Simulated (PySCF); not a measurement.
Telling isomers of C$_{2}$H$_{12}$OSi$_{3}$ apart by NMR

- GIAO PBE0/pcSseg-1 shieldings
- coordinates at the GFN2-xTB level
- code: PySCF 2.14
- non-relativistic Hamiltonian, fast rotation and ring inversion assumed for equivalent nuclei, in vacuum, a single conformation

Referencing at the same level of theory: $^{1}$H (31.72 ppm) and $^{13}$C (186.93 ppm) against TMS. Where no couplings were computed, multiplicities follow the n + 1 count of equivalent neighbours, and m marks all less simple cases (inequivalent or close neighbours, rings, F or P nearby). Shifts are as computed. Against solution values, carbons near 30 ppm lie about +3 ppm off and those near 130 ppm about +5 ppm. Of 1309 compounds with measured shifts, 239 miss one by over three times the rms of a fit or turn the order of signals round; such compounds aren't used in these exercises. OH and NH positions are gas-phase values without hydrogen bonding to other molecules.

(1) Tabulate the signals of `OCC([SiH3])([SiH3])[SiH3]`, `CCO[SiH]([SiH3])[SiH3]`, `[SiH3]OCC([SiH3])[SiH3]`, `C[SiH](C)O[SiH2][SiH3]` and their relative energies.

(2) What is the quickest way to tell CCO[SiH]([SiH3])[SiH3] from [SiH3]OCC([SiH3])[SiH3]?

(3) What is the quickest way to tell OCC([SiH3])([SiH3])[SiH3] from C[SiH](C)O[SiH2][SiH3]?

(4) What is the quickest way to tell [SiH3]OCC([SiH3])[SiH3] from C[SiH](C)O[SiH2][SiH3]?

## Answers

(1) 
```json
{"SMILES": "OCC([SiH3])([SiH3])[SiH3]", "carbon types": "1×C 1×CH2", "δC": "71.2, 0.2", "δH": "4.17 (s, 2H), 4.03 (s, 9H), 0.96 (br s, 1H)", "E rel. (kcal/mol)": "69.3"}
{"SMILES": "CCO[SiH]([SiH3])[SiH3]", "carbon types": "1×CH2 1×CH3", "δC": "65.5, 20.9", "δH": "5.91 (sept, 1H), 3.68 (q, 2H), 3.48 (d, 6H), 1.25 (t, 3H)", "E rel. (kcal/mol)": "47.9"}
{"SMILES": "[SiH3]OCC([SiH3])[SiH3]", "carbon types": "1×CH 1×CH2", "δC": "68.2, 9.1", "δH": "4.88 (s, 3H), 3.87 (d, 6H), 3.85 (d, 2H), 1.12 (m, 1H)", "E rel. (kcal/mol)": "54.1"}
{"SMILES": "C[SiH](C)O[SiH2][SiH3]", "carbon types": "2×CH3", "δC": "1.5", "δH": "5.66 (q, 2H), 5.21 (sept, 1H), 3.45 (t, 3H), 0.17 (d, 6H)", "E rel. (kcal/mol)": "0.0"}
```

Energies are electronic energies at PBE0/pcSseg-1 on these geometries, without zero-point or thermal terms, each for the one conformer computed, which needn't be the lowest.

(2) Both give the same number of carbon signals, but DEPT or the intensities differ. The first has a methyl carbon (CH3) at 20.9 ppm, the second an sp3 CH bonded to 2 Si at 9.1 ppm. Their most deshielded carbons lie at 65.5 and 68.2 ppm. In the proton spectra the most deshielded non-exchanging signals are 5.91 (sept, 1H) and 4.88 (s, 3H).

(3) Count the carbon signals: 2 against 1. The first has an sp3 CH2 bonded to O at 71.2 ppm, the second a methyl carbon bonded to Si (CH3) at 1.5 ppm. In the proton spectra the most deshielded non-exchanging signals are 4.17 (s, 2H) and 5.66 (q, 2H).

(4) Count the carbon signals: 2 against 1. The first has an sp3 CH2 bonded to O at 68.2 ppm, the second a methyl carbon bonded to Si (CH3) at 1.5 ppm. In the proton spectra the most deshielded non-exchanging signals are 4.88 (s, 3H) and 5.66 (q, 2H).
